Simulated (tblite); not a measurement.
A tight-binding relaxation on `CCO[C@@H](CBr)C(F)(F)F`.

Computed with GFN2-xTB geometry optimisation, gas phase (tblite 0.8.0). Start geometry: from a force field or distance geometry. The input is one job of a driver script: a line of settings, then coordinates in Å.

Command:
```bash
OMP_NUM_THREADS=1 python probes_run.py task.json out
```

Input:
```
{"job": {"kind": "relax", "xc": "GFN2-xTB", "basis": "xTB"}, "charge": 0, "multiplicity": 1}
C      2.708100    -0.482900     0.221000
C      1.446000     0.082600    -0.443200
O      0.333500    -0.334600     0.341900
C     -0.948800    -0.074800    -0.309900
C     -2.015800    -0.801600     0.526900
Br    -1.900700    -2.736100     0.236800
C     -1.326600     1.404200    -0.379100
F     -2.554200     1.559400    -0.911400
F     -0.467700     2.096200    -1.155600
F     -1.349400     1.981300     0.847800
H      3.592300    -0.190600    -0.335400
H      2.649500    -1.576200     0.272200
H      2.784000    -0.117400     1.261900
H      1.372900    -0.303300    -1.459700
H      1.508600     1.178300    -0.451100
H     -0.920300    -0.491500    -1.306200
H     -1.886600    -0.645600     1.598600
H     -3.033500    -0.541200     0.219500
```

Output:
```
step      E/eV     max force
  0   -1010.42696    2.221
  1   -1010.54086    0.576
  2   -1010.55876    0.289
  3   -1010.56617    0.208
  4   -1010.57113    0.123
  5   -1010.57338    0.129
  6   -1010.57634    0.110
  7   -1010.57797    0.112
  8   -1010.57916    0.071
  9   -1010.58004    0.075
... (49 lines left out)
 59   -1010.60389    0.019
 60   -1010.60396    0.022
 61   -1010.60401    0.017
 62   -1010.60406    0.013
 63   -1010.60408    0.014
 64   -1010.60411    0.016
 65   -1010.60414    0.015
 66   -1010.60418    0.015
 67   -1010.60420    0.010
 68   -1010.60422    0.010
```

«max force» is the largest atomic force in eV/Å.

Task: From which step on does the largest force stay under 0.1 eV/Å, and how much energy is left to gain from there?

Result: From step 22 (0.098 eV/Å), 10.5 meV above the end.

Main results: energy lowered by 4.1 kcal/mol over 68 steps; largest atomic force 0.010 eV/Å at the end.

Task: Where do the atoms end?

Result: 0.154 Å rms from the input after alignment:
```
atom  x, y, z in Å
C1     2.6453   -0.5575    0.2510
C2     1.4608    0.0749   -0.4589
O3     0.2987   -0.2049    0.3154
C4    -0.9314   -0.0370   -0.3099
C5    -1.9663   -0.8296    0.4794
Br6   -1.5236   -2.7063    0.3898
C7    -1.3662    1.4444   -0.3344
F8    -2.6237    1.5730   -0.7919
F9    -0.5967    2.1904   -1.1365
F10   -1.3332    2.0037    0.8768
H11    3.5565   -0.3511   -0.3024
H12    2.5029   -1.6323    0.3235
H13    2.7335   -0.1497    1.2538
H14    1.3402   -0.3512   -1.4646
H15    1.6002    1.1591   -0.5522
H16   -0.9037   -0.3701   -1.3632
H17   -1.9343   -0.5417    1.5295
H18   -2.9677   -0.7079    0.0698
```

The run took 0.96 s on one thread, Arm Neoverse N1 (aarch64), on a shared host.
Labels such as C1 count atoms from 1, the log's own numbers from 0.
